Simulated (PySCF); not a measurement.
## Ag²⁺: ionisation energy

Ag²⁺ [Kr] 4d9 (2D) → Ag³⁺ [Kr] 4d8 (3F), as a difference of total energies. Calculation: PySCF 2.14, in x2c-TZVPall (8s6p6d1f, 63 functions); the spin-free X2C one-electron Hamiltonian (Gaussian nucleus). Correlated levels: valence: [Kr] frozen. The calculations carry no spin-orbit coupling.

Question: Order these methods by the ionisation energy they give, lowest first.
A. B3LYP
B. SCS-MP2 (valence)
C. UHF
D. r2SCAN

Answer: C (32.960 eV), B (34.271 eV), D (34.688 eV), A (35.058 eV).

The reference lies between the lowest fine-structure levels, while these numbers refer to the centres of the terms.

Errors of the correlated levels include the incompleteness of this basis and the frozen core.

For comparison: 34.8 ± 0.3 eV (semi-empirical (NIST evaluation); NIST Atomic Spectra Database, ionization energies).
